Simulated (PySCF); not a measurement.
A structure optimised at PBE0-D3(BJ)/def2-SVP, used in a PySCF frequency run:

```
Al
F 1 1.6669
N 1 1.7631 2 118.02
H 3 1.0124 1 125.99 2 180.00
H 3 1.0129 4 110.08 1 180.00
N 1 1.7631 2 118.02 3 180.00
H 6 1.0124 1 125.99 2 180.00
H 6 1.0129 7 110.08 1 180.00
```
Charge 0, spin multiplicity 1.

### Question
Write its SMILES, formula and point group.

### Answer
[NH2][Al]([NH2])[F], AlFH4N2, C2v

### Question
What are its rotational constants (standard atomic weights)?

### Answer
6.4126, 5.8925, 3.0708 GHz
